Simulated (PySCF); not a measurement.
H2O3S, SMILES O=S(O)O.

The structure is a stationary point at B3LYP-D3(BJ)/def2-SVP. One conformer was computed; it need not be the lowest.

Calculation: TDDFT-B3LYP/def2-SVPD (PySCF).

Vertical excitations. Isolated molecule, no solvent. State labels are in the subgroup Cs.

Computed excitation energies, oscillator strengths and character:
| state | symmetry | energy (eV) | λ (nm) | f | main pairs |
|---|---|---|---|---|---|
| S1 | A" | 6.63 | 187 | 0.042 | HOMO→LUMO 95 % |
| S2 | A' | 6.93 | 179 | 0.022 | HOMO→LUMO+1 69 %, HOMO−1→LUMO 25 % |
| S3 | A" | 7.30 | 170 | 0.000 | HOMO−1→LUMO+1 91 % |
| S4 | A' | 7.38 | 168 | 0.041 | HOMO→LUMO+2 81 %, HOMO→LUMO+1 13 % |
| S5 | A' | 7.73 | 160 | 0.066 | HOMO−1→LUMO 52 %, HOMO−2→LUMO 15 %, HOMO→LUMO+1 12 %, HOMO→LUMO+2 11 % |
| S6 | A" | 7.87 | 157 | 0.006 | HOMO−1→LUMO+2 88 % |
| S7 | A' | 8.19 | 151 | 0.025 | HOMO−2→LUMO 81 % |
| S8 | A" | 8.30 | 149 | 0.059 | HOMO→LUMO+4 52 %, HOMO−2→LUMO+1 42 % |
| S9 | A' | 8.38 | 148 | 0.086 | HOMO→LUMO+3 87 % |
| S10 | A" | 8.40 | 148 | 0.004 | HOMO→LUMO+4 43 %, HOMO−2→LUMO+1 40 %, HOMO−3→LUMO 11 % |
| T1 | A" | 5.77 | 215 | 0 | HOMO→LUMO 93 % |
| T2 | A' | 5.99 | 207 | 0 | HOMO→LUMO+1 66 %, HOMO→LUMO+2 27 % |
| T3 | A' | 6.53 | 190 | 0 | HOMO−1→LUMO 91 % |
| T4 | A" | 7.00 | 177 | 0 | HOMO−1→LUMO+1 84 % |
Triplets are in the Tamm–Dancoff approximation, which puts them higher than full response would, so one can lie above its singlet here.
